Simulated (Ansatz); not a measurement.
```xyz
9

O     1.1501   -0.0092    0.0039
C     0.3559    1.0954    0.0032
C    -0.9636    0.7233    0.0029
C    -0.9489   -0.7178    0.0019
C     0.3582   -1.0796   -0.0049
H     0.8571    2.0478    0.0093
H    -1.8257    1.3739   -0.0068
H    -1.8154   -1.3760    0.0081
H     0.8576   -2.0544   -0.0089
```

Basis set: cc-pVDZ (spherical functions). Left uncorrelated: 5 orbitals. Charge 0, multiplicity 1.

Computed with Ansatz (development build ahead of 0.2.0); each method stands on the lowest determinant of its kind that the runs found. Restricted open shells among the atoms or ions are ROHF, correlated in semicanonical orbitals with singles.

The atomization energy at this shape (free ground-state atoms in the same class of orbitals less the molecule, no zero-point energy) of singlet C4H4O:

| method | atomization energy |
| --- | --- |
| RHF-MP2 | 3958.1 kJ/mol |

Question: What does RHF give?

Answer: 2962.7 kJ/mol.
